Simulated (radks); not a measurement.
The numbers below are computed, except where a source is named.
Problem. The mean radii <r> (bohr) of the occupied orbitals of an atom or ion are listed with their occupations. Level of theory: scalar-relativistic Kohn-Sham, PBEsol, spin-polarised, spherical densities, finite nucleus; Fermi nuclear charge, rms radius of each element as measured or else 0.836 A^(1/3) + 0.57 fm (a radial shooting solver on a logarithmic mesh with Libxc functionals).

orbital  occ.      <r>
1s up       1  0.03187
1s down     1  0.03187
2s up       1   0.1384
2s down     1   0.1384
2p up       3   0.1207
2p down     3   0.1207
3s up       1   0.3796
3s down     1   0.3795
3p up       3   0.3789
3p down     3   0.3788
3d up       5   0.3577
3d down     5   0.3576
4s up       1   0.9389
4s down     1   0.9371
4p up       3    1.026
4p down     3    1.024
4d up       5    1.335
4d down     2    1.334
5p up       2    3.166

Name the element and its charge. Open shells, if any, are filled with parallel spins first.

Solution. Z = 46, palladium, charge +1: Pd+ in [Kr] 4d7 5p2. The 1s radius gives Z: for a bare nucleus <r> = (2 gamma + 1)/(2Z) with gamma = sqrt(1 - (Z/c)^2), 0.03135 bohr for Z = 46, and screening makes it slightly larger (0.03187 here). The occupations add up to 45, and the charge is Z minus that.
